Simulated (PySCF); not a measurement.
Estimate the missing entries of this data sheet.

C5H4O3 (charge -1 and doublet state).
SMILES: `[O-][C](O)C1=COC=C1`

Conformer (atom-mapped SMILES and torsion angles): `[O-:1][C:2]([OH:3])[c:4]1[cH:5][cH:6][o:7][cH:8]1`: O1–C2–C4–C5 0°, H–O3–C2–O1 0°.

```csv
property,level,value
point group of the GFN2-xTB geometry,GFN2-xTB,?
"rotational constants A, B, C of the GFN2-xTB geometry",GFN2-xTB,?
isotropic g value,"unrestricted B3LYP/pcH-1, mean-field spin–orbit",?
spin squared ⟨S²⟩,unrestricted B3LYP/pcH-1,0.762
largest isotropic hyperfine couplings (means over sets of like nuclei),unrestricted B3LYP/pcH-1,?
```

Gas-phase values; electronic properties from PySCF, density fitting. Whether the extra electron is bound in the gas phase wasn't checked; a finite basis holds it in any case. Hyperfine couplings depend on the geometry, which wasn't re-optimised at a DFT level. The unpaired spin is shared among atoms: the largest Mulliken spin population is 0.56.

Give the isotropic g value.

2.00361.

What is the point group of the GFN2-xTB geometry?

Cs.

Give the largest isotropic hyperfine couplings (means over sets of like nuclei).

13C +48.9, 1H -41.2, 13C -25.2, 17O -17.3, 13C +16.0 MHz.

What are the rotational constants A, B, C of the GFN2-xTB geometry?

5.206, 1.514, 1.173 GHz.

g_iso is shifted by about +1290 ppm from the free-electron value 2.002319. With B = h/(8π²I), that is 505.379 GHz u Å² over I, the principal moments of inertia are 97.1, 333.8 and 430.9 u Å² (most abundant isotopes). At 9.50 GHz, hν = g·μB·B₀ (B₀ the magnetic field) puts the centre of the isotropic spectrum, to first order, at 338.8 mT. The rotational constants make it an asymmetric top with κ = (2B − A − C)/(A − C) = -0.83, nearer the prolate limit (−1). ⟨S²⟩ is 0.012 above the pure-spin value S(S + 1) = 0.75.

One conformer stands for the species.
